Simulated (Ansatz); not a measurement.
Ansatz (a program for electronic structure) input (HF/3-21G): The .json file is the Basis Set Exchange's 3-21G.

Ansatz 0.2 input:
```yaml
crystal:
  periodic: [false, false, false]
  atoms:
    - {symbol: B, position_ang: [0.22645300, 0.26515500, 0.04119100]}
    - {symbol: Cl, position_ang: [-1.55168800, -0.01159800, -0.48890100]}
    - {symbol: F, position_ang: [0.46900800, 1.60343900, -0.03537400]}
    - {symbol: S, position_ang: [1.31408500, -0.97247200, 0.52648300]}
basis:
  gaussian:
    orbitals: 3-21G.json
hamiltonian:
  xc: {name: HF}
total_charge: -1
relax: {f_tol: 0.003, max_steps: 120}
```

Output:

```
Functional definition: HF
integrals: 0.01 GiB planned
545 factors; integrals over basis functions are off by at most 2.0e-4 eV
mean field: 0.10 GiB planned
mean field evaluation 1: about -26569.6180 eV, gradient 2.5e1 eV
mean field evaluation 2: about -26569.7675 eV, gradient 2.5e1 eV
mean field evaluation 4: about -26572.1212 eV, gradient 1.6e0 eV
mean field evaluation 8: about -26572.1445 eV, gradient 1.3e-1 eV
mean field -26572.14465514 eV, -976.5083048297 hartree, gradient 8.3e-5 eV, S^2 0.000000; 0 other end points of the search recorded, 0 dependent functions left out
the calculation of the forces begins
reference -26572.14465514 eV, -976.5083048297 hartree; 24, 24 occupied and 20, 20 virtual orbitals, 545 factors
relax step   1: F+E_penalty+E_count = -26572.14465514 eV  Δ(F+E_penalty+E_count) = +0.000e0 eV  max|allowed force component| = 7.473e-1 eV/Å  Δτ_max = 0.0000 Å  (36 SCF iters, accepted)
these checks for a lower state are left out or cut short: starts, cluster_reference, orbital_swaps, neighbouring_geometries, increment
integrals: 0.01 GiB planned
545 factors; integrals over basis functions are off by at most 2.1e-4 eV
mean field: 0.10 GiB planned
mean field evaluation 16: about -26572.1596 eV, gradient 1.1e0 eV
mean field -26572.16317355 eV, -976.5089853687 hartree, gradient 1.2e-5 eV, S^2 0.000000; 0 other end points of the search recorded, 0 dependent functions left out
the calculation of the forces begins
reference -26572.16317355 eV, -976.5089853687 hartree; 24, 24 occupied and 20, 20 virtual orbitals, 545 factors
relax step   2: F+E_penalty+E_count = -26572.16317355 eV  Δ(F+E_penalty+E_count) = -1.852e-2 eV  max|allowed force component| = 4.283e-1 eV/Å  Δτ_max = 0.0184 Å  (39 SCF iters, accepted)
these checks for a lower state are left out or cut short: starts, cluster_reference, orbital_swaps, neighbouring_geometries, increment
integrals: 0.01 GiB planned
545 factors; integrals over basis functions are off by at most 2.0e-4 eV
mean field: 0.10 GiB planned
mean field evaluation 32: about -26572.1735 eV, gradient 1.2e-5 eV
mean field -26572.17347412 eV, -976.5093639080 hartree, gradient 1.2e-5 eV, S^2 0.000000; 0 other end points of the search recorded, 0 dependent functions left out
the calculation of the forces begins
reference -26572.17347412 eV, -976.5093639080 hartree; 24, 24 occupied and 20, 20 virtual orbitals, 545 factors
relax step   3: F+E_penalty+E_count = -26572.17347412 eV  Δ(F+E_penalty+E_count) = -1.030e-2 eV  max|allowed force component| = 2.250e-1 eV/Å  Δτ_max = 0.0221 Å  (39 SCF iters, accepted)
these checks for a lower state are left out or cut short: starts, cluster_reference, orbital_swaps, neighbouring_geometries, increment
integrals: 0.01 GiB planned
545 factors; integrals over basis functions are off by at most 2.0e-4 eV
mean field: 0.10 GiB planned
mean field -26572.16417367 eV, -976.5090221226 hartree, gradient 1.3e-5 eV, S^2 0.000000; 0 other end points of the search recorded, 0 dependent functions left out
the calculation of the forces begins
reference -26572.16417367 eV, -976.5090221226 hartree; 24, 24 occupied and 20, 20 virtual orbitals, 545 factors
relax step   4: F+E_penalty+E_count = -26572.16417367 eV  Δ(F+E_penalty+E_count) = +9.300e-3 eV  max|allowed force component| = 7.987e-1 eV/Å  Δτ_max = 0.0310 Å  (39 SCF iters, rejected (line search))
these checks for a lower state are left out or cut short: starts, cluster_reference, orbital_swaps, neighbouring_geometries, increment
integrals: 0.01 GiB planned
545 factors; integrals over basis functions are off by at most 2.0e-4 eV
mean field: 0.10 GiB planned
mean field -26572.17509027 eV, -976.5094233004 hartree, gradient 1.2e-5 eV, S^2 0.000000; 0 other end points of the search recorded, 0 dependent functions left out
the calculation of the forces begins
reference -26572.17509027 eV, -976.5094233004 hartree; 24, 24 occupied and 20, 20 virtual orbitals, 545 factors
relax step   5: F+E_penalty+E_count = -26572.17509027 eV  Δ(F+E_penalty+E_count) = -1.616e-3 eV  max|allowed force component| = 1.613e-2 eV/Å  Δτ_max = 0.0107 Å  (38 SCF iters, accepted)
these checks for a lower state are left out or cut short: starts, cluster_reference, orbital_swaps, neighbouring_geometries, increment
integrals: 0.01 GiB planned
545 factors; integrals over basis functions are off by at most 2.0e-4 eV
mean field: 0.10 GiB planned
mean field -26572.17509545 eV, -976.5094234908 hartree, gradient 1.2e-5 eV, S^2 0.000000; 0 other end points of the search recorded, 0 dependent functions left out
the calculation of the forces begins
reference -26572.17509545 eV, -976.5094234908 hartree; 24, 24 occupied and 20, 20 virtual orbitals, 545 factors
relax step   6: F+E_penalty+E_count = -26572.17509545 eV  Δ(F+E_penalty+E_count) = -5.181e-6 eV  max|allowed force component| = 7.465e-4 eV/Å  Δτ_max = 0.0004 Å  (40 SCF iters, accepted)
integrals: 0.01 GiB planned
545 factors; integrals over basis functions are off by at most 2.0e-4 eV
mean field: 0.10 GiB planned
mean field evaluation 64: about -26571.9482 eV, gradient 1.2e0 eV
mean field -26572.17509545 eV, -976.5094234908 hartree, gradient 1.2e-5 eV, S^2 0.000000; 1 other end points of the search recorded, 0 dependent functions left out
the calculation of the forces begins
reference -26572.17509545 eV, -976.5094234908 hartree; 24, 24 occupied and 20, 20 virtual orbitals, 545 factors
Total energy: -26572.17509545 eV, -976.5094234908 hartree
Atom 0 at     0.252421     0.276095     0.048143 Å, force     0.000098    -0.000671     0.000108 eV/Å
Atom 1 at    -1.594546    -0.022076    -0.501242 Å, force     0.000200     0.000089     0.000053 eV/Å
Atom 2 at     0.474640     1.618240    -0.035289 Å, force    -0.000188     0.000746    -0.000145 eV/Å
Atom 3 at     1.325343    -0.987736     0.531787 Å, force    -0.000110    -0.000164    -0.000016 eV/Å
Dipole moment:    -0.303614     0.462444    -0.148858 e Å
```

The dipole moment of an ion depends on the origin.

The geometry given is a B3LYP-D3(BJ)/def2-TZVP minimum.
